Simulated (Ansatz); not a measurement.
A nudged elastic band was laid between two geometries of CH5GeNO2 (10 atoms, charge 0, multiplicity 1).

These are results of RKS B3LYP/def2-SVP (Ansatz 0.2.0), not measurements.

```
movable images  : 7
climbing image  : yes
spring          : 5.0 eV/Å²
optimiser       : quadratic models (default)
start path      : through a guess of the saddle point
force threshold : 0.03 eV/Å
iteration limit : 60
end points      : relaxed
```

Image 0:

```xyz
10
Properties=species:S:1:pos:R:3
N -1.709 -0.696 -0.360
Ge 0.020 -0.261 -0.052
O 0.922 -1.789 -0.039
C 0.782 1.471 0.136
O 0.443 0.783 1.384
H -2.207 -0.130 -1.042
H -1.869 -1.688 -0.525
H 1.650 -1.754 0.599
H 0.191 2.377 -0.070
H 1.859 1.636 -0.028
```

Image 8:

```xyz
10
Properties=species:S:1:pos:R:3
N -1.557 -0.448 -0.923
Ge 0.278 -0.523 -1.092
O 0.846 -1.143 1.033
C 0.563 1.331 -0.164
O 1.037 1.428 0.961
H -2.065 0.093 -0.229
H -2.104 -1.249 -1.228
H 1.691 -1.615 1.017
H 1.051 -0.213 1.343
H 0.344 2.289 -0.714
```

Task: Which bonds break or form, and what moves?

Result: Bonds broken: Ge2–O3, Ge2–O5, C4–H9. Bonds formed: O3–H9.

Task: Give the energies along the band, and the barrier.

Result: It did not converge within its limit. The highest image is number 6 of 0 to 8, 21.6 kcal/mol above the first end and 30.2 kcal/mol above the last; the last end lies 8.5 kcal/mol below the first. The band didn't meet its force threshold, so its energies are provisional: the largest band force was still 0.24 eV/Å, and over the last iterations the top moved between 0.94 and 0.95 eV. Neighbouring images lie up to 2.0 Å apart, so the band is torn or far too coarse. Inner images lie below an end point, which means an intermediate or an end that isn't the lowest structure nearby. The orbitals stay closed-shell, which can raise the energy where a bond breaks towards radicals; this wasn't checked here.

```
image  path coordinate (Å)  energy (kcal/mol)  Ge2–O3 (Å)  Ge2–O5 (Å)  C4–H9 (Å)
    0                 0.00                0.0        1.77        1.82       1.10
    1                 1.98              -15.9        1.82        3.45       1.12
    2                 3.98              -18.8        1.80        3.46       1.12
    3                 5.97              -18.7        1.80        3.44       1.12
    4                 7.98              -17.4        1.81        3.28       1.12
    5                 9.98               17.6        1.82        2.88       1.92
    6                11.96               21.6        1.78        2.77       1.93
    7                13.65               12.3        1.85        2.82       1.87
    8                15.35               -8.5        2.29        2.93       2.21
```

The run took 16 min on 2 threads of Intel(R) Xeon(R) Platinum 8488C (Sapphire Rapids), on a shared host, peak memory 0.31 GiB.
